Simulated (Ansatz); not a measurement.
```yaml
crystal:
  periodic: [false, false, false]
  atoms:
    - {symbol: Cl, position_ang: [-3.099925, -0.760684, -0.557913]}
    - {symbol: C, position_ang: [0.157138, 0.652619, -0.033818]}
    - {symbol: C, position_ang: [1.217153, 0.489280, 0.170574]}
    - {symbol: Al, position_ang: [-1.033062, -0.931108, 0.015810]}
    - {symbol: H, position_ang: [-0.380402, 1.633058, -0.734330]}
    - {symbol: H, position_ang: [1.896585, 1.398249, 0.093920]}
    - {symbol: H, position_ang: [1.728234, -0.338349, 0.865970]}
    - {symbol: H, position_ang: [-0.406670, -2.228485, 0.758929]}
basis:
  gaussian: {orbitals: cc-pVTZ, nuclear_model: gaussian}
magnetization: {spin_polarized: true, initial_magnetization: 2}
hamiltonian: {xc: {name: B97M-V}}
relax: {f_tol: 0.0001, max_steps: 2}
output: {forces: true}
```

```sh
$ ansatz run in.yaml --threads 2 --pin off --events-out ev --progress --plain --max-ram 4352MiB
```

Q: How does Ansatz answer? (An estimate is asked.)

A: Computed: No converged result was reached.
```
Functional definition: B97M-V
1114 factors; their error is unknown
mean field evaluation 1: about -21220.7369 eV, gradient 6.8e1 eV
mean field evaluation 2: about -20919.1270 eV, gradient 1.6e2 eV
mean field evaluation 4: about -21243.6930 eV, gradient 2.4e1 eV
mean field evaluation 8: about -21248.9805 eV, gradient 1.0e0 eV
mean field evaluation 16: about -21248.9648 eV, gradient 1.9e-3 eV
mean field -21248.96484264 eV, -780.8850549012 hartree, gradient 3.8e-5 eV, S^2 2.004092; 4 other end points of the search recorded, 0 dependent functions left out
reference -21248.96490940 eV, -780.8850573547 hartree; 24, 22 occupied and 160, 162 virtual orbitals, 1114 factors
relax step   1: F+E_penalty+E_count = -21248.96484264 eV  Δ(F+E_penalty+E_count) = +0.000e0 eV  max|allowed force component| = 2.692e1 eV/Å  Δτ_max = 0.0000 Å  (115 SCF iters, accepted)
1114 factors; their error is unknown
mean field -21252.66366027 eV, -781.0209839421 hartree, gradient 1.1e-5 eV, S^2 2.007959; 0 other end points of the search recorded, 0 dependent functions left out
reference -21252.66372498 eV, -781.0209863202 hartree; 24, 22 occupied and 160, 162 virtual orbitals, 1114 factors
relax step   2: F+E_penalty+E_count = -21252.66366027 eV  Δ(F+E_penalty+E_count) = -3.699e0 eV  max|allowed force component| = 3.746e0 eV/Å  Δτ_max = 0.1983 Å  (57 SCF iters, accepted)
Error: geometry relaxation did not converge after 2 steps: max|allowed force component| = 3.75e0 eV/Å (threshold 1.0e-4). Raise `relax.max_steps` over both its present limit and 2, loosen `relax.f_tol`, or start from a geometry closer to equilibrium. Where this run's directory can be resumed (`checkpoint.write`), a resume goes on for up to `relax.max_steps` more
```
